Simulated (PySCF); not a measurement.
C2H2F2, SMILES F/C=C/F.

The structure is a stationary point at TPSSh-D3(BJ)/def2-SVP.

Level of theory: SMD-ωB97X/6-31G* (PySCF).

Solvation free energies are E(SMD) − E(gas) at the gas-phase geometry, for 1 M in both phases. In vacuum the dipole moment is 0.00 D.

Problem. Estimate the solvation free energies in water, benzene, ethylethanoate. (An estimate is asked for; the answer gives what the named calculation found.)

Solution. 
```
solvent         ΔG(solv) (kcal/mol)  its non-electrostatic (CDS) part  dipole (D)
--------------  -------------------  --------------------------------  ----------
water                           1.1                               4.2        0.00
benzene                        -0.6                               0.8        0.00
ethylethanoate                 -1.2                               1.3        0.00
```
